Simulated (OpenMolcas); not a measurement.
## 3d ions of charge +4 along the row

```json
{
  "Program": "OpenMolcas",
  "Method": "CASSCF",
  "Basis": "ANO-R2",
  "Scalar Hamiltonian": "X2C, finite nucleus",
  "Spin-orbit coupling": "RASSI with atomic mean-field integrals over the reference wave functions, term energies averaged over their components"
}
```

Active space: the 3d shell.

B and C come from two terms' centres of gravity (d2, d8: 3P = 15B, 1G = 12B + 2C; d3, d7: 4P = 15B, 2G = 4B + 3C; d4, d6: 3G = 9B + 4C, 3H = 4B + 4C; d5: 4D = 17B + 5C, 4G = 10B + 5C, above the ground term), where all their levels are at least 80 % pure. ζ = ±2S·A comes from the whole width of the ground multiplet by E(J) = (A/2) J(J+1), where its levels are at least 85 % pure. Energies in cm-1.

```json
{"Ion": "Cr4+", "Configuration": "3d²", "Lowest level": "³F₂", "Weight (%)": "100", "B": "1267", "B measured": "1013", "C": "4690", "C measured": "4600", "ζ": "334", "ζ measured": "326"}
{"Ion": "Mn4+", "Configuration": "3d³", "Lowest level": "⁴F_3/2", "Weight (%)": "100", "B": "1335", "B measured": "1065", "C": "5038", "C measured": "4365", "ζ": "421", "ζ measured": "403"}
{"Ion": "Fe4+", "Configuration": "3d⁴", "Lowest level": "⁵D₀", "Weight (%)": "100", "B": "1425", "B measured": "982", "C": "5267", "C measured": "5137", "ζ": "538", "ζ measured": "513"}
{"Ion": "Co4+", "Configuration": "3d⁵", "Lowest level": "⁶S_5/2", "Weight (%)": "100", "B": "1485", "B measured": "", "C": "5548", "C measured": "", "ζ": "", "ζ measured": ""}
{"Ion": "Ni4+", "Configuration": "3d⁶", "Lowest level": "⁵D₄", "Weight (%)": "100", "B": "1598", "B measured": "1271", "C": "5689", "C measured": "5383", "ζ": "797", "ζ measured": "823"}
{"Ion": "Cu4+", "Configuration": "3d⁷", "Lowest level": "⁴F_9/2", "Weight (%)": "100", "B": "1586", "B measured": "1302", "C": "5985", "C measured": "5496", "ζ": "978", "ζ measured": "1008"}
```

Measured columns use the levels in Sugar and Corliss, J. Phys. Chem. Ref. Data 6, 317 (1977) (Cr4+); Corliss and Sugar, J. Phys. Chem. Ref. Data 6, 1253 (1977) (Mn4+); Corliss and Sugar, J. Phys. Chem. Ref. Data 11, 135 (1982) (Fe4+); Corliss and Sugar, J. Phys. Chem. Ref. Data 10, 197 (1981) (Ni4+); Sugar and Musgrove, J. Phys. Chem. Ref. Data 19, 527 (1990) (Cu4+).

The computed B goes from 1267 (Cr4+) to 1586 cm-1 (Cu4+), a factor of 1.25, though not at every step. It departs from the measured column by +22 to +45 %. The Trees term is left out, which lowers the B read from the levels of every ion, most for d4 to d6. The pair of terms that fixes B changes along the row, so steps between ions also reflect that choice.

The computed ζ goes from 334 (Cr4+) to 978 cm-1 (Cu4+), a factor of 2.93, rising at every step. It departs from the measured column by -3 to +5 %.

Without dynamic correlation excited terms often stand tens of per cent too high (terms of higher spin than the ground term too low), and those without a measured partner can miss by more than the paired ones. Some levels mix across a computed gap that differs much from the measured one, so their mixing is not that of the real levels (holds for Mn4+; Co4+). Computed and measured levels are paired by configuration, term and J; levels that our copy of the source lacks, or whose pairing is in doubt (as where it misses far off the trend of its configuration), stay unpaired and out of the deviations. Only configurations of the active space appear.
